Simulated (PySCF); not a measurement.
# First hyperpolarisability: 4-methylbenzoic acid (SMILES Cc1ccc(C(=O)O)cc1)

Molfile (atoms numbered from 1):
```
C8H8O2
     RDKit          3D

 18 18  0  0  0  0  0  0  0  0999 V2000
   -2.8697   -0.6775   -0.5674 C   0  0  0  0  0  0  0  0  0  0  0  0
   -1.4378   -0.3475   -0.2665 C   0  0  0  0  0  0  0  0  0  0  0  0
   -1.0647    0.1661    0.9832 C   0  0  0  0  0  0  0  0  0  0  0  0
    0.2559    0.5004    1.2535 C   0  0  0  0  0  0  0  0  0  0  0  0
    1.2400    0.3265    0.2753 C   0  0  0  0  0  0  0  0  0  0  0  0
    2.6368    0.6923    0.6132 C   0  0  0  0  0  0  0  0  0  0  0  0
    2.9925    1.1260    1.6809 O   0  0  0  0  0  0  0  0  0  0  0  0
    3.4951    0.4935   -0.3992 O   0  0  0  0  0  0  0  0  0  0  0  0
    0.8824   -0.1882   -0.9752 C   0  0  0  0  0  0  0  0  0  0  0  0
   -0.4418   -0.5208   -1.2366 C   0  0  0  0  0  0  0  0  0  0  0  0
   -3.3879    0.1961   -0.9976 H   0  0  0  0  0  0  0  0  0  0  0  0
   -3.4171   -0.9667    0.3411 H   0  0  0  0  0  0  0  0  0  0  0  0
   -2.9513   -1.4965   -1.2964 H   0  0  0  0  0  0  0  0  0  0  0  0
   -1.8259    0.3023    1.7561 H   0  0  0  0  0  0  0  0  0  0  0  0
    0.5541    0.8987    2.2255 H   0  0  0  0  0  0  0  0  0  0  0  0
    4.3655    0.7622   -0.0692 H   0  0  0  0  0  0  0  0  0  0  0  0
    1.6502   -0.3282   -1.7375 H   0  0  0  0  0  0  0  0  0  0  0  0
   -0.7120   -0.9269   -2.2151 H   0  0  0  0  0  0  0  0  0  0  0  0
  1  2  1  0
  2  3  1  0
  3  4  2  0
  4  5  1  0
  5  6  1  0
  6  7  2  0
  6  8  1  0
  5  9  2  0
  9 10  1  0
 10  2  2  0
  1 11  1  0
  1 12  1  0
  1 13  1  0
  3 14  1  0
  4 15  1  0
  8 16  1  0
  9 17  1  0
 10 18  1  0
M  END
```

Theory: quadratic response CAM-B3LYP/aug-cc-pVDZ first hyperpolarisability, Taylor convention, gas phase (PySCF). Geometry: PBE0-D3(BJ)/def2-SVP.

(1) What is the first hyperpolarisability, and how does it disperse?

(2) Which lowest excitations, dipole and polarisabilities go with it?

Answers

(1) In au, Taylor convention; the vector part is βᵢ = ⅓ Σⱼ (βᵢⱼⱼ + βⱼᵢⱼ + βⱼⱼᵢ); β∥ is 3/5 of the vector part along the dipole, the dipole points from − to +:
| process | λ (nm) | β vector norm | β∥ | β HRS | depolarisation ratio |
| --- | --- | --- | --- | --- | --- |
| static β(0;0,0) | ∞ | 335.3 | 159.3 | 169.7 | 3.10 |
| second harmonic β(−2ω;ω,ω) | 1907 | 369.3 | 176.0 | 184.2 | 3.19 |
| Pockels β(−ω;ω,0) | 1907 | 346.2 | 164.6 | – | – |
| second harmonic β(−2ω;ω,ω) | 1064 | 462.9 | 222.1 | 224.1 | 3.40 |
| Pockels β(−ω;ω,0) | 1064 | 371.9 | 177.2 | – | – |

(2) S1 5.09 eV (f = 0.011); S2 5.27 eV (f = 0.000); S3 5.43 eV (f = 0.294); dipole 2.59 D; isotropic α 103.8 au static, 104.2 au at 1907 nm, 105.2 au at 1064 nm, 105.5 au at 953.5 nm, 109.9 au at 532 nm.
